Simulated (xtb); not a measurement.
xtb input for GeFBr, SMILES [Br][Ge][F] (connectivity only; charge and spin as stated), neutral, multiplicity 1, GFN2-xTB. 

```
$ xtb mol.xyz --gfn 2 --sp --chrg 0 --uhf 0 --json
$ cat mol.xyz
3

Ge     0.45105139     0.97175036    -0.00000000
F     -1.24333947     1.63264849     0.00000000
Br    -0.09267398    -1.30828136     0.00000000
```

Log of the run:

```
[banner left out]
          |                Calculation Setup                |
           -------------------------------------------------



           -------------------------------------------------
          |                 G F N 2 - x T B                 |
           -------------------------------------------------

        Reference                      10.1021/acs.jctc.8b01176
      * Hamiltonian:
        H0-scaling (s, p, d)           1.850000    2.230000    2.230000
        zeta-weighting                 0.500000
      * Dispersion:
        s8                             2.700000
        a1                             0.520000
        a2                             5.000000
        s9                             5.000000
      * Repulsion:
        kExp                           1.500000    1.000000
        rExp                           1.000000
      * Coulomb:
        alpha                          2.000000
        third order                    shell-resolved
        anisotropic                    true
        a3                             3.000000
        a5                             4.000000
        cn-shift                       1.200000
        cn-exp                         4.000000
        max-rad                        5.000000


          ...................................................
          :                      SETUP                      :
          :.................................................:
          :  # basis functions                  24          :
          :  # atomic orbitals                  22          :
          :  # shells                            8          :
          :  # electrons                        18          :
          :  max. iterations                   250          :
          :  Hamiltonian                  GFN2-xTB          :
          :  restarted?                      false          :
          :  GBSA solvation                  false          :
          :  PC potential                    false          :
          :  electronic temp.          300.0000000     K    :
          :  accuracy                    1.0000000          :
          :  -> integral cutoff          0.2500000E+02      :
          :  -> integral neglect         0.1000000E-07      :
          :  -> SCF convergence          0.1000000E-05 Eh   :
          :  -> wf. convergence          0.1000000E-03 e    :
          :  Broyden damping             0.4000000          :
          :  net charge                          0          :
          :  unpaired electrons                  0          :
          ...................................................

 iter      E             dE          RMSdq      gap      omega  full diag
   1    -10.4970941 -0.104971E+02  0.315E+01    1.60       0.0  T
   2    -10.6053001 -0.108206E+00  0.213E+01    5.60       1.0  T
   3    -10.8903911 -0.285091E+00  0.106E+01    3.66       1.0  T
   4    -10.5810670  0.309324E+00  0.224E+01    1.71       1.0  T
   5    -10.8821896 -0.301123E+00  0.344E+00    4.19       1.0  T
   6    -10.8890729 -0.688326E-02  0.188E+00    4.01       1.0  T
   7    -10.8939814 -0.490855E-02  0.801E-01    3.76       1.0  T
   8    -10.8944138 -0.432353E-03  0.394E-01    3.66       1.0  T
   9    -10.8945162 -0.102444E-03  0.215E-01    3.67       1.0  T
  10    -10.8945523 -0.360322E-04  0.123E-01    3.69       1.0  T
  11    -10.8945853 -0.330063E-04  0.343E-02    3.71       1.7  T
  12    -10.8945865 -0.124815E-05  0.823E-03    3.72       7.0  T
  13    -10.8945865  0.274580E-07  0.622E-03    3.72       9.3  T
  14    -10.8945865 -0.114187E-07  0.411E-03    3.72      14.0  T
  15    -10.8945865 -0.228574E-07  0.211E-03    3.72      27.4  T
  16    -10.8945865 -0.726917E-08  0.234E-04    3.72     246.8  T
  17    -10.8945865 -0.240092E-10  0.141E-04    3.72     409.9  T

   *** convergence criteria satisfied after 17 iterations ***

         #    Occupation            Energy/Eh            Energy/eV
      -------------------------------------------------------------
         1        2.0000           -0.8410138             -22.8852
       ...           ...                  ...                  ...
         3        2.0000           -0.6694856             -18.2176
         4        2.0000           -0.5070108             -13.7965
         5        2.0000           -0.5058330             -13.7644
         6        2.0000           -0.5028111             -13.6822
         7        2.0000           -0.4415704             -12.0157
         8        2.0000           -0.4394464             -11.9579
         9        2.0000           -0.4336800             -11.8010 (HOMO)
        10                         -0.2971106              -8.0848 (LUMO)
        11                         -0.2046583              -5.5690
        12                         -0.1881598              -5.1201
        13                         -0.0390873              -1.0636
        14                         -0.0177679              -0.4835
       ...                                ...                  ...
        22                          1.0812999              29.4237
      -------------------------------------------------------------
                  HL-Gap            0.1365694 Eh            3.7162 eV
             Fermi-level           -0.3653953 Eh           -9.9429 eV

 SCC (total)                   0 d,  0 h,  0 min,  0.004 sec
 SCC setup                      ...        0 min,  0.000 sec (  3.424%)
 Dispersion                     ...        0 min,  0.000 sec (  1.191%)
 classical contributions        ...        0 min,  0.000 sec (  0.541%)
 integral evaluation            ...        0 min,  0.000 sec ( 12.486%)
 iterations                     ...        0 min,  0.003 sec ( 64.603%)
 molecular gradient             ...        0 min,  0.001 sec ( 15.452%)
 printout                       ...        0 min,  0.000 sec (  2.005%)

         :::::::::::::::::::::::::::::::::::::::::::::::::::::
         ::                     SUMMARY                     ::
         :::::::::::::::::::::::::::::::::::::::::::::::::::::
         :: total energy             -10.890591898007 Eh    ::
         :: gradient norm              0.000139381095 Eh/a0 ::
         :: HOMO-LUMO gap              3.716243477212 eV    ::
         ::.................................................::
         :: SCC energy               -10.894586528756 Eh    ::
         :: -> isotropic ES           -0.006852728003 Eh    ::
         :: -> anisotropic ES          0.000516266163 Eh    ::
         :: -> anisotropic XC         -0.016212865816 Eh    ::
         :: -> dispersion             -0.001666799508 Eh    ::
         :: repulsion energy           0.003994630749 Eh    ::
         :: add. restraining           0.000000000000 Eh    ::
         :: total charge               0.000000000000 e     ::
         :::::::::::::::::::::::::::::::::::::::::::::::::::::

           -------------------------------------------------
          |                Property Printout                |
           -------------------------------------------------

    * Orbital Energies and Occupations

         #    Occupation            Energy/Eh            Energy/eV
      -------------------------------------------------------------
         1        2.0000           -0.8410138             -22.8852
         2        2.0000           -0.8080672             -21.9886
         3        2.0000           -0.6694856             -18.2176
         4        2.0000           -0.5070108             -13.7965
         5        2.0000           -0.5058330             -13.7644
         6        2.0000           -0.5028111             -13.6822
         7        2.0000           -0.4415704             -12.0157
Note: The following floating-point exceptions are signalling: IEEE_DENORMAL
normal termination of xtb
         8        2.0000           -0.4394464             -11.9579
         9        2.0000           -0.4336800             -11.8010 (HOMO)
        10                         -0.2971106              -8.0848 (LUMO)
        11                         -0.2046583              -5.5690
        12                         -0.1881598              -5.1201
        13                         -0.0390873              -1.0636
        14                         -0.0177679              -0.4835
        15                          0.0101199               0.2754
        16                          0.0332449               0.9046
        17                          0.0380362               1.0350
        18                          0.0600256               1.6334
        19                          0.0982216               2.6727
        20                          0.1321955               3.5972
       ...                                ...                  ...
        22                          1.0812999              29.4237
      -------------------------------------------------------------
                  HL-Gap            0.1365694 Eh            3.7162 eV
             Fermi-level           -0.3653953 Eh           -9.9429 eV

     #   Z          covCN         q      C6AA      α(0)
     1  32 Ge       1.547     0.475   246.756    32.927
     2   9 F        0.710    -0.306    12.406     4.159
     3  35 Br       0.837    -0.168   189.454    22.192

 Mol. C6AA /au·bohr⁶  :       1057.755995
 Mol. C8AA /au·bohr⁸  :      73855.460713
 Mol. α(0) /au        :         59.278490


Wiberg/Mayer (AO) data.
largest (>0.10) Wiberg bond orders for each atom

 ---------------------------------------------------------------------------
     #   Z sym  total        # sym  WBO       # sym  WBO       # sym  WBO
 ---------------------------------------------------------------------------
     1  32 Ge   2.547 --     3 Br   1.358     2 F    1.189
     2   9 F    1.214 --     1 Ge   1.189
     3  35 Br   1.383 --     1 Ge   1.358
 ---------------------------------------------------------------------------

Topologies differ in total number of bonds
Writing topology from bond orders to xtbtopo.mol

molecular dipole:
                 x           y           z       tot (Debye)
 q only:        1.154       0.342       0.000
   full:        1.603       1.875       0.000       6.269
molecular quadrupole (traceless):
                xx          xy          yy          xz          yz          zz
 q only:       -0.180       4.337      -1.668       0.000       0.000       1.848
  q+dip:        2.397       4.939      -6.660      -0.000      -0.000       4.264
   full:        1.128       4.909      -7.993      -0.000      -0.000       6.865


           -------------------------------------------------
          | TOTAL ENERGY              -10.890591898007 Eh   |
          | GRADIENT NORM               0.000139381095 Eh/α |
          | HOMO-LUMO GAP               3.716243477212 eV   |
           -------------------------------------------------

------------------------------------------------------------------------
------------------------------------------------------------------------
 total:
 SCF:
```

Self-consistency was reached.

Cost: very roughly 0.04 core-seconds.
